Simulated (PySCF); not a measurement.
Computed shifts of a molecule C2H6BF2N, PBE0/pcSseg-1 (PySCF), GIAO, gas phase, equivalent atoms averaged, in ppm (number of nuclei): ¹⁵N: 107.7 (1). ¹³C: 81.1 (2). ¹⁹F: -313.3 (2). ¹H: 5.01 (2), 4.77 (4). References: ¹⁵N against NH3 (σ = 267.4 ppm); ¹¹B against BF3 (σ = 88.8 ppm); ¹³C against TMS (σ = 186.3 ppm); ¹⁹F against CFCl3 (σ = 167.2 ppm); ¹H against TMS (σ = 31.56 ppm), references at their B3LYP-D3(BJ)/def2-TZVP geometries, non-relativistic. Geometry: B3LYP-D3(BJ)/def2-SVP. One conformer was computed; it need not be the lowest.

Pick the molecule that these values belong to.
A) NB(CF)CF
B) CB(N)C(F)F
C) C[C@@H](F)B(N)F
D) CN(C)B(F)F

A, NB(CF)CF
